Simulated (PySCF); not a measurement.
A calculated (BLYP, PySCF 2.14, aug-cc-pCVTZ-DK with one added diffuse shell each of s, p, d, f type, scalar relativity by spin-free X2C-1e) atom or ion has these occupied shells.

```tsv
shell	electrons	orbital energy (eV)	rms radius, mean of both spins (bohr)
1s α	1	-424.48	0.267
1s β	1	-423.81	0.267
2s α	1	-49.634	1.28
2s β	1	-47.716	1.28
2p α	1	-38.923	1.24
```

Question: Name the element and its charge.

Answer: N²⁺ (nitrogen, charge +2), in [He] 2s2 2p1, 2P determinant.
